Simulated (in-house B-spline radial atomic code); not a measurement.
**RPA and G0W0 on SCAN: Ar³⁺**

Configuration [Ne] 3s2 3p3, highest spin, mean-field start SCAN. Computed with a B-spline radial code for spherical atoms: all electrons, scalar-relativistic (spin-free one-electron X2C), finite nucleus, each spin shell either full or empty, empty states to l = 9 with an (l + 1/2)⁻⁴ tail; G0W0 by contour deformation at full frequency.

Command:
```bash
python run_gw.py task.json out
```
Settings (radii: box in bohr, nucleus in fm):
```
Z                        18
electrons                15
configuration            [Ne] 3s2 3p3
hamiltonian              x2c
method                   scan,scan
lmax                     9
rms_radius               3.4274
spin_polarised           True
box_radius               14.14
intervals                69
```

Cost of the run: 2.4 s on 1 thread of Arm Neoverse N1 (shared host).

Energies (hartree):

```tsv
term	value
mean-field total	-526.32637
Hartree-Fock functional on these orbitals	-525.67730
direct second order	-1.0363
second-order exchange	0.37833
SOSEX correction	0.34136
```

(1) What is the RPA correlation energy, and what remains with SOSEX?

Quasi-particle levels (eV):

```csv
level,occupied,mean field,Σx - vxc,Σc,QP weight,G0W0
3p up,yes,-52.40,-6.73,?,?,?
3s down,yes,-62.68,-4.94,-2.45,0.941,-70.07
3p down,no,-46.47,8.54,-3.12,0.938,-41.05
```

G0W0 = mean field + (Σx - vxc) + Σc, with Σc (partial-wave tail included) taken at the quasi-particle energy. Only the outer levels were computed. Levels of low weight are left out.

(2) Where does G0W0 put 3p up?

Answers

(1) RPA gives -0.90489 hartree (-1.64 eV per electron); RPA + SOSEX gives -0.56353, and the second-order doubles -0.65801 hartree (no singles). RPA lacks exchange-type terms and so overcorrelates at short range.

(2) At -59.24 eV, with Σc = -0.11 eV and a quasi-particle weight of 0.937. The tabulated removal energy is 59.58 ± 0.18 eV (NIST, semi-empirical); the calculation leaves out spin-orbit coupling, Breit and QED terms, and what these don't explain is the method's own error.
